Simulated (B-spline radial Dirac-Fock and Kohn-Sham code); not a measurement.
**Satellites and hypersatellites of the K lines of Pd**

System: the free palladium atom, configuration [Kr] 4d10.

The run's input, task.json:

```json
{"items": [{
  "Z": 46,
  "q": 0,
  "cfg": [[1, 0, 2], [2, 0, 2], [2, 1, 6], [3, 0, 2], [3, 1, 6], [3, 2, 10], [4, 0, 2], [4, 1, 6], [4, 2, 10]],
  "A": 106,
  "rrms": 4.5318,
  "do": ["binding", "quiet", "double"]
}]}
```

Command: `python xray_run.py task.json out`

These are calculated numbers from a radial B-spline solver; the model is ΔSCF Dirac-Fock with Breit, self-energy and vacuum polarisation, finite nucleus, configuration average. Each two-hole energy is an average over J within one jj subconfiguration, not an observable level; in light atoms, where LS coupling holds, the j-resolved values are not observed lines, and for a K spectator the Kα1 hypersatellite is nearly forbidden. Electron correlation is not included.

Lines without a spectator: Kα2 (K-L2) 21018.5 eV, Kα1 (K-L3) 21175.6 eV, Kβ3 (K-M2) 23787.5 eV, Kβ1 (K-M3) 23815.6 eV. Shifts in eV with one spectator hole (a dash: not computed, or left out as unreliable):

| spectator hole | Kα2 | Kα1 | Kβ3 | Kβ1 |
| --- | --- | --- | --- | --- |
| K (1s) | +520.8 | +534.6 | +662.2 | +665.1 |
| L2 (2p1/2) | +56.2 | +70.4 | – | +150.2 |
| L3 (2p3/2) | +56.5 | +56.2 | +135.3 | – |
| M2 (3p1/2) | – | +7.70 | +17.10 | +20.94 |
| M3 (3p3/2) | +5.92 | – | +18.09 | +17.49 |
| M4 (3d3/2) | +0.92 | -1.43 | – | – |
| M5 (3d5/2) | -1.80 | -0.14 | – | – |

With n spectator holes in 2p, averaged over the 2p shell (energies in eV):

| n | KαLⁿ | step | hypersatellite KαʰLⁿ |
| --- | --- | --- | --- |
| 0 | 21123.2 | – | 21653.2 |
| 1 | 21183.3 | +60.1 | 21714.7 |
| 2 | 21244.6 | +61.3 | 21777.3 |
| 3 | 21307.1 | +62.5 | 21841.2 |
| 4 | 21370.8 | +63.7 | 21906.3 |
| 5 | 21435.7 | +64.9 | 21972.6 |
